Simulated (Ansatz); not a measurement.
`[CH3][Ge]([NH2])([NH2])[NH2]` and `[NH2][Ge]([NH2])([NH2])[F]` differ in one atom or group.

Ansatz, PBE0-D4/def2-TZVP geometries, multiplicity 1. Each molecule was computed in one conformer, which needn't be the lowest.

Scalar relativity is left out up to krypton.

```json
{"property": "HOMO energy (PBE/def2-TZVPP) / eV", "`[CH3][Ge]([NH2])([NH2])[NH2]`": "-5.52"}
{"property": "HOMO energy (B3LYP/def2-TZVPP) / eV", "`[CH3][Ge]([NH2])([NH2])[NH2]`": "-6.74"}
{"property": "HOMO–LUMO gap (PBE/def2-TZVPP) / eV", "`[CH3][Ge]([NH2])([NH2])[NH2]`": "5.29"}
{"property": "HOMO–LUMO gap (PBE0/def2-TZVPP) / eV", "`[CH3][Ge]([NH2])([NH2])[NH2]`": "7.57"}
{"property": "HOMO energy (ωB97M-V/def2-TZVPP) / eV", "`[CH3][Ge]([NH2])([NH2])[NH2]`": "-9.39"}
{"property": "LUMO energy (ωB97M-V/def2-TZVPP) / eV", "`[CH3][Ge]([NH2])([NH2])[NH2]`": "1.95"}
```

(1) Give the same properties after the change, and the shifts. (Best estimate.)

Results:

(1) The calculation gave: 
```csv
property,`[NH2][Ge]([NH2])([NH2])[F]`,shift
HOMO energy (PBE/def2-TZVPP) / eV,-5.79,-0.27
HOMO energy (B3LYP/def2-TZVPP) / eV,-7.03,-0.29
HOMO–LUMO gap (PBE/def2-TZVPP) / eV,5.19,-0.10
HOMO–LUMO gap (PBE0/def2-TZVPP) / eV,7.55,-0.02
HOMO energy (ωB97M-V/def2-TZVPP) / eV,-9.66,-0.27
LUMO energy (ωB97M-V/def2-TZVPP) / eV,1.73,-0.22
```

B3LYP here is the variant with VWN-RPA as its local correlation; programs differ in this.
